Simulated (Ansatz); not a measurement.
C2H8AlNO. Charge 0, multiplicity 1. The bonds changed during the relaxation, so this is another structure than the one it started from. The structure was optimised at the PBE0-D4/def2-TZVP level. It is one conformer, not always the lowest.

```xyz
13

N     0.816    1.395    0.907
C     0.967   -0.004    0.951
O     0.038   -0.782    0.154
C     0.044   -0.631   -1.324
Al   -1.747   -0.607   -0.553
H     1.057    1.806    0.017
H    -0.101    1.708    1.194
H     0.804   -0.369    1.965
H     1.967   -0.282    0.612
H     0.496    0.322   -1.603
H     0.584   -1.469   -1.759
H    -2.601   -1.925   -0.345
H    -2.326    0.838   -0.215
```

Task: What is the dipole moment at PBE/def2-TZVPP? (Estimate.)

Result: Ansatz gave: 2.35 D, with components (2.14, 0.95, 0.08) D in this frame, pointing from negative to positive charge.

Task: And with r2SCAN, B3LYP, ωB97M-V? (Estimate.)

Result: Computed: r2SCAN 2.35 D, B3LYP 2.26 D, ωB97M-V 2.24 D.

Task: Give the Mulliken charges with PBE, B3LYP, r2SCAN in def2-TZVPP. (Estimate.)

Result: Ansatz gave: 
```csv
atom,PBE,B3LYP,r2SCAN
N1,-0.30,-0.30,-0.34
C2,0.02,0.06,0.16
O3,-0.12,-0.20,-0.17
C4,-0.26,-0.28,-0.27
Al5,0.28,0.38,0.43
H6,0.15,0.14,0.15
H7,0.16,0.15,0.16
H8,0.10,0.11,0.06
H9,0.10,0.11,0.06
H10,0.07,0.07,0.05
H11,0.10,0.11,0.08
H12,-0.14,-0.16,-0.18
H13,-0.16,-0.18,-0.19
```

B3LYP here is the variant with VWN-RPA as its local correlation; programs differ in this.
